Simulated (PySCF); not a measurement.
Zn(Et) (C₂H₅Zn), SMILES C[CH2][Zn+], charge +1. Atoms are numbered in the order given.

```xyz
8

Zn    -0.0787     0.9024     0.0000
C      0.6702    -0.9824     0.0000
C     -0.3907    -2.0396     0.0000
H      1.2936    -0.9354     0.9065
H      1.2936    -0.9354    -0.9065
H     -1.0227    -2.0298    -0.8983
H     -1.0227    -2.0298     0.8983
H      0.1434    -3.0107     0.0000
```
Charge +1, spin multiplicity 1.

Geometry: PBE0-D3(BJ)/def2-SVP. The multiplicity is an assumed one; other spin states were not compared. The isomer is the one that the SMILES or the coordinates give; other isomers of the formula were not compared.

Level of theory: r2SCAN/def2-TZVPD (PySCF).

Symmetry labels are those of the subgroup Cs that the program uses (full group Cs).

Computed valence orbital energies around the gap with their symmetry:
```tsv
orbital	symmetry	energy (eV)
HOMO−7	A'	-18.47
HOMO−6	A"	-18.46
HOMO−5	A'	-18.45
HOMO−4	A"	-16.74
HOMO−3	A'	-15.71
HOMO−2	A'	-15.20
HOMO−1	A"	-14.04
HOMO	A'	-12.78
LUMO	A'	-9.51
LUMO+1	A'	-6.13
LUMO+2	A"	-6.07
LUMO+3	A'	-3.57
```
